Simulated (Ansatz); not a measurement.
C3H9B2N can be A, `CN1BCBC1`, or B, `BN(B)CC=C`.

Gas-phase electronic energies from Ansatz, PBE0-D4/def2-TZVP geometries. CCSD(T)/CBS is the MP2 limit (def2-TZVPP, def2-QZVPP) plus CCSD(T) − MP2 in def2-TZVPP, frozen cores. Functionals use def2-TZVPP. Each species was taken in one conformer, which may not be the lowest.

Q: Which isomer does CCSD(T)/CBS put lower? Give the gap. (An estimate is asked.)

A: The calculation gave: A, by 37.2 kJ/mol.

Q: Give E(B) − E(A) in kJ/mol with MP2/def2-TZVPP, B2PLYP, HF/def2-TZVPP, ωB97M-V, CCSD(T)/def2-TZVPP, r2SCAN-D4, CCSD/def2-TZVPP. (Best estimate.)

A: The calculation gave: MP2/def2-TZVPP 39.9, B2PLYP 33.2, HF/def2-TZVPP 13.9, ωB97M-V 45.0, CCSD(T)/def2-TZVPP 33.9, r2SCAN-D4 53.6, CCSD/def2-TZVPP 34.6. None reverses the order clearly.

Largest T1 diagnostic: 0.013.

In def2-TZVPP, CCSD(T) changes the Hartree–Fock value by +19.9 kJ/mol (the triples alone add −0.8 kJ/mol) and MP2 by +26.0 kJ/mol. From PBE to PBE0 (25 % exact exchange), in def2-TZVPP and without D4, E(B) − E(A) moves by +5.2 kJ/mol.
